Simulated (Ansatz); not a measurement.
Na6⁻, relaxed as a doublet with UKS B3LYP/def2-SVPD in Ansatz, starting from the B3LYP/def2-SVP geometry of the neutral singlet. Force threshold 0.02 eV/Å.

The highest occupied level of the relaxed charge -1 doublet lies above zero (up to 0.10 eV). By energy differences its removal costs 0.78 eV (each at its own geometry, to the charge 0 singlet, at PBE0/def2-TZVPD). The structure comes from a short search, and lower isomers may exist.

Start:

```
atom    x (Å)    y (Å)    z (Å)
 Na1  -1.9002  -1.9492  -2.8371
 Na2  -1.1241   1.0461  -1.4126
 Na3   0.1165  -2.0840  -0.0976
 Na4   2.1216  -1.9781   2.6654
 Na5  -0.2247   3.9252   0.1752
 Na6   1.0109   1.0399   1.5067
```

```json
{"step": "1", "energy (eV)": "-26491.1210", "largest force component (eV/Å)": "0.128", "SCF passes": "83"}
{"step": "2", "energy (eV)": "-26491.1388", "largest force component (eV/Å)": "0.112", "SCF passes": "47"}
{"step": "3", "energy (eV)": "-26491.1848", "largest force component (eV/Å)": "0.035", "SCF passes": "43"}
{"step": "4", "energy (eV)": "-26491.1877", "largest force component (eV/Å)": "0.019", "SCF passes": "44"}
```

Force components are those of the run's own axes.

End:

```csv
atom,x (Å),y (Å),z (Å)
Na1,-2.000,-2.055,-2.989
Na2,-1.060,0.986,-1.330
Na3,0.110,-1.961,-0.089
Na4,2.234,-2.079,2.803
Na5,-0.233,4.133,0.186
Na6,0.949,0.976,1.419
```

By distances, no bond broke or formed. The bond that changes most is Na3–Na6, from 3.62 to 3.41 Å (atoms count from 1).

No frequencies were taken in this run, so the end may be a saddle point.

Hardware: 4 threads of Arm Neoverse V2 on a shared host. Wall time 32 s.
